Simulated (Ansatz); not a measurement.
C4H11B, SMILES `BC(C)CC`, relaxed with RKS PBE0-D4/def2-TZVP in Ansatz 0.2.0 from a PBE-D4/def2-SVP geometry. The force threshold is 0.005 eV/Å; the program also tests the step.

Total charge 0; spin multiplicity 1.

Start:

```xyz
16

B     0.343    0.313    1.617
C    -0.384    0.387    0.235
C    -1.780   -0.170    0.646
C     0.238   -0.428   -0.907
C     1.604    0.103   -1.346
H     0.964   -0.692    1.930
H     0.207    1.194    2.449
H    -0.537    1.439   -0.092
H    -2.447   -0.200   -0.242
H    -2.279    0.452    1.416
H    -1.715   -1.209    1.034
H     0.338   -1.487   -0.582
H    -0.454   -0.442   -1.780
H     1.537    1.156   -1.691
H     2.334    0.077   -0.509
H     2.032   -0.493   -2.178
```

**Question.** How much energy does the relaxation release, and in how many steps? (Best estimate.)

**Answer.** Ansatz gave: 5.80 kJ/mol, in 7 steps.

**Question.** Which bonds change most? (An estimate is asked.)

**Answer.** Computed: B1–H6 from 1.222 to 1.201 Å; B1–H7 from 1.219 to 1.199 Å; C3–H9 from 1.111 to 1.094 Å; C4–H13 from 1.114 to 1.097 Å.

**Question.** Give the relaxed structure. (Best estimate.)

**Answer.** The calculation gave: 
```xyz
16

B     0.359    0.314    1.601
C    -0.385    0.382    0.239
C    -1.776   -0.170    0.630
C     0.229   -0.429   -0.893
C     1.586    0.101   -1.325
H     0.998   -0.660    1.892
H     0.221    1.174    2.424
H    -0.531    1.419   -0.090
H    -2.423   -0.190   -0.252
H    -2.268    0.440    1.391
H    -1.711   -1.195    1.007
H     0.329   -1.472   -0.569
H    -0.451   -0.439   -1.754
H     1.514    1.140   -1.660
H     2.301    0.071   -0.497
H     2.007   -0.485   -2.145
```
